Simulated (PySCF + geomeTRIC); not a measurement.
All values below come from M06-2X/def2-TZVP run with PySCF + geomeTRIC. fastk is a local helper that only speeds up exchange builds. No frequencies were computed at this level.

```python
import json, numpy as np
from pyscf import gto, dft
from fastk import lowrank_exchange
atoms = """
B     -0.416208     1.575254     0.274446
C     -0.078342     0.152760    -0.307475
C     -1.019341    -0.974108     0.135993
C      1.379043    -0.292638    -0.134514
H      0.417785     2.390733     0.352681
H     -1.513599     1.841045     0.577506
H     -0.240161     0.292504    -1.390303
H     -0.807602    -1.894347    -0.407035
H     -2.057408    -0.702851    -0.038538
H     -0.892643    -1.172433     1.198316
H      1.566481    -1.225004    -0.665731
H      1.599792    -0.453888     0.918716
H      2.062202     0.462973    -0.514062
"""
def scf(charge, spin, dm0=None):
    mol = gto.M(atom=atoms, basis='def2-tzvp', ecp={}, charge=charge, spin=spin, verbose=3, max_memory=5040)
    mf = dft.KS(mol, xc='m062x').density_fit(auxbasis="def2-universal-jkfit")
    mf.grids.level = 4
    mf.conv_tol = 1e-8
    mf.max_cycle = 60
    mf.kernel(dm0)
    if not mf.converged:
        mf = mf.newton().run(mf.mo_coeff, mf.mo_occ).undo_soscf()
    return mf
mf = scf(0, 0)
from pyscf.geomopt.geometric_solver import kernel as optimize
path = []
done, mol = optimize(mf, maxsteps=80, assert_convergence=False, callback=lambda env: path.append((env["energy"], bool(env["g_scanner"].converged))))
res = dict(converged=bool(done and path[-1][1]), energy=path[-1][0], path=[e for e, c in path], xyz=mol.atom_coords(unit="Angstrom").tolist(), nao=mol.nao)
json.dump(res, open("result.json", "w"))
```

Output:

```
converged SCF energy = -144.530258112157
Geometry optimization cycle 1
converged SCF energy = -144.530258112225
cycle 1: E = -144.530258112  dE = -144.53  norm(grad) = 0.0282961
Geometry optimization cycle 2
converged SCF energy = -144.531245303956
cycle 2: E = -144.531245304  dE = -0.000987192  norm(grad) = 0.00634578
Geometry optimization cycle 3
converged SCF energy = -144.531339987192
cycle 3: E = -144.531339987  dE = -9.46832e-05  norm(grad) = 0.00360277
Geometry optimization cycle 4
converged SCF energy = -144.531413686746
cycle 4: E = -144.531413687  dE = -7.36996e-05  norm(grad) = 0.00251739
Geometry optimization cycle 5
converged SCF energy = -144.53143976298
cycle 5: E = -144.531439763  dE = -2.60762e-05  norm(grad) = 0.0018812
Geometry optimization cycle 6
converged SCF energy = -144.531452169932
cycle 6: E = -144.53145217  dE = -1.2407e-05  norm(grad) = 0.000925274
Geometry optimization cycle 7
converged SCF energy = -144.531455468066
cycle 7: E = -144.531455468  dE = -3.29813e-06  norm(grad) = 0.000428668
Geometry optimization cycle 8
converged SCF energy = -144.531456867139
cycle 8: E = -144.531456867  dE = -1.39907e-06  norm(grad) = 0.000254281
Geometry optimization cycle 9
converged SCF energy = -144.531458610291
cycle 9: E = -144.53145861  dE = -1.74315e-06  norm(grad) = 0.000301389
Geometry optimization cycle 10
converged SCF energy = -144.531459361452
cycle 10: E = -144.531459361  dE = -7.51161e-07  norm(grad) = 0.000247618
Geometry optimization cycle 11
converged SCF energy = -144.53145962262
cycle 11: E = -144.531459623  dE = -2.61167e-07  norm(grad) = 9.02681e-05
Geometry optimization cycle 12
converged SCF energy = -144.531459653212
cycle 12: E = -144.531459653  dE = -3.05928e-08  norm(grad) = 2.63129e-05
<class 'geometric.internal.Distance'> : 12
<class 'geometric.internal.Angle'> : 20
<class 'geometric.internal.OutOfPlane'> : 1
<class 'geometric.internal.Dihedral'> : 24
<class 'geometric.internal.TranslationX'> : 1
<class 'geometric.internal.TranslationY'> : 1
<class 'geometric.internal.TranslationZ'> : 1
<class 'geometric.internal.RotationA'> : 1
<class 'geometric.internal.RotationB'> : 1
<class 'geometric.internal.RotationC'> : 1
Step    0 : Gradient = 7.848e-03/1.948e-02 (rms/max) Energy = -144.5302581122
Step    1 : Displace = 1.967e-02/2.557e-02 (rms/max) Trust = 1.000e-01 (=) Grad = 1.760e-03/4.544e-03 (rms/max) E (change) = -144.5312453040 (-9.872e-04) Quality = 1.075
Step    2 : Displace = 6.530e-03/1.241e-02 (rms/max) Trust = 1.414e-01 (+) Grad = 9.992e-04/2.970e-03 (rms/max) E (change) = -144.5313399872 (-9.468e-05) Quality = 1.480
Step    3 : Displace = 1.180e-02/2.362e-02 (rms/max) Trust = 2.000e-01 (+) Grad = 6.982e-04/1.327e-03 (rms/max) E (change) = -144.5314136867 (-7.370e-05) Quality = 1.270
Step    4 : Displace = 8.173e-03/1.520e-02 (rms/max) Trust = 2.828e-01 (+) Grad = 5.217e-04/1.116e-03 (rms/max) E (change) = -144.5314397630 (-2.608e-05) Quality = 1.368
Step    5 : Displace = 7.665e-03/1.241e-02 (rms/max) Trust = 3.000e-01 (+) Grad = 2.566e-04/6.373e-04 (rms/max) E (change) = -144.5314521699 (-1.241e-05) Quality = 1.062
Step    6 : Displace = 2.755e-03/5.478e-03 (rms/max) Trust = 3.000e-01 (=) Grad = 1.189e-04/2.096e-04 (rms/max) E (change) = -144.5314554681 (-3.298e-06) Quality = 1.024
Step    7 : Displace = 1.064e-03/1.625e-03 (rms/max) Trust = 3.000e-01 (=) Grad = 7.052e-05/1.103e-04 (rms/max) E (change) = -144.5314568671 (-1.399e-06) Quality = 1.562
Step    8 : Displace = 2.994e-03/4.986e-03 (rms/max) Trust = 3.000e-01 (=) Grad = 8.359e-05/2.242e-04 (rms/max) E (change) = -144.5314586103 (-1.743e-06) Quality = 1.292
Step    9 : Displace = 2.501e-03/4.266e-03 (rms/max) Trust = 3.000e-01 (=) Grad = 6.868e-05/1.824e-04 (rms/max) E (change) = -144.5314593615 (-7.512e-07) Quality = 1.242
Step   10 : Displace = 1.617e-03/2.685e-03 (rms/max) Trust = 3.000e-01 (=) Grad = 2.504e-05/5.954e-05 (rms/max) E (change) = -144.5314596226 (-2.612e-07) Quality = 0.980
Step   11 : Displace = 2.590e-04/3.697e-04 (rms/max) Trust = 3.000e-01 (=) Grad = 7.298e-06/1.148e-05 (rms/max) E (change) = -144.5314596532 (-3.059e-08) Quality = 0.650
Converged! =D
```

Cost: around 9 core-minutes (rough).
